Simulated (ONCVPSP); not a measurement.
**Configuration tests for cobalt (ONCV)**

```json
{
  "Element": "Co",
  "Generator": "ONCVPSP 4.0.1",
  "Type": "optimised norm-conserving Vanderbilt (ONCV)",
  "Functional": "PBEsol",
  "Relativity": "scalar-relativistic",
  "Frozen core": "[Ne]",
  "Valence charge": "17",
  "Reference configuration": "3s2 3p6 3d7 4s2",
  "Partial waves": "3s+4s: rc 1.55 bohr, ncon 4, nbas 9, qcut 8.2 1/bohr, 2 projectors; 3p: rc 1.25 bohr, ncon 4, nbas 9, qcut 13.9 1/bohr, 2 projectors, debl 0.4 Ha; 3d: rc 1.10 bohr, ncon 3, nbas 7, qcut 13.7 1/bohr, 2 projectors, debl 3.7 Ha",
  "Local potential": "polynomial inside 1.10 bohr (lpopt 5, dvloc0 0 Ha)",
  "Core correction": "Teter function, fcfact 3.25, rcfact 1.25"
}
```

In the p channel the program set the typed energies aside and used -2.407, 0.250 Ha.

Energies are relative to the spin-unpolarised reference configuration 3s2 3p6 3d7 4s2; without spin polarisation the order of configurations can differ from experiment.

```json
{"valence configuration": "3s2 3p6 3d7 4s1", "charge": "+1", "ΔE all-electron (eV)": "9.046", "error AE − PS (meV)": "-0.4"}
{"valence configuration": "3s2 3p6 3d6 4s0", "charge": "+3", "ΔE all-electron (eV)": "61.581", "error AE − PS (meV)": "-5.8"}
{"valence configuration": "3s2 3p6 3d6 4s2", "charge": "+1", "ΔE all-electron (eV)": "15.211", "error AE − PS (meV)": "+11"}
```

Task: What are ΔE and the potential's error for 3s2 3p6 3d7 4s0?

Result: ΔE = 25.744 eV all-electron; the error (AE − PS) is -0.3 meV.

Levels in the configuration 3s2 3p6 3d7 4s0:

```
level  all-electron (eV)  pseudo (eV)
   3s           -121.165     -121.171
   3p            -84.561      -84.559
   3d            -27.035      -27.047
```
